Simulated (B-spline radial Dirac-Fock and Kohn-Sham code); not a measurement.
**Elastic scattering of 70.8 keV positrons by the free silver atom**

The computed values come from a B-spline atomic structure program: relativistic (Dirac) partial waves in the static field of the Dirac-Fock atom, without polarisation or absorption potentials.

| θ (°) | dσ/dΩ (a₀²/sr) | Sherman function |
| --- | --- | --- |
| 0 | 308 | 0.000 |
| 1 | 112 | 0.000 |
| 2 | 32.1 | 0.000 |
| 3 | 10.7 | 0.000 |
| 5 | 2.11 | 0.000 |
| 7 | 0.714 | 0.000 |
| 10 | 0.213 | 0.001 |
| 15 | 0.0500 | 0.001 |
| 20 | 0.0173 | 0.002 |
| 25 | 0.00754 | 0.003 |
| 30 | 0.00381 | 0.004 |
| 40 | 0.00129 | 0.006 |
| 50 | 0.000563 | 0.008 |
| 60 | 0.000288 | 0.010 |
| 70 | 0.000165 | 0.012 |
| 80 | 0.000104 | 0.014 |
| 90 | 7.05e-05 | 0.015 |
| 100 | 5.08e-05 | 0.016 |
| 110 | 3.85e-05 | 0.016 |
| 120 | 3.06e-05 | 0.015 |
| 130 | 2.54e-05 | 0.014 |
| 140 | 2.18e-05 | 0.012 |
| 150 | 1.95e-05 | 0.010 |
| 160 | 1.79e-05 | 0.007 |
| 170 | 1.71e-05 | 0.003 |
| 180 | 1.68e-05 | 0.000 |

The total elastic cross section is 0.571 a₀², the first transport cross section 0.00268 a₀² and the second, weighted with (3/2) sin²θ, 0.00672 a₀². The mean deflection is ⟨1 − cos θ⟩ = 0.00469, and 0.038 % of the collisions scatter beyond 90°.

Phase shifts modulo π (rad) for κ = −1 to −5: 0.759, 1.324, -1.512, -1.308, -1.157.
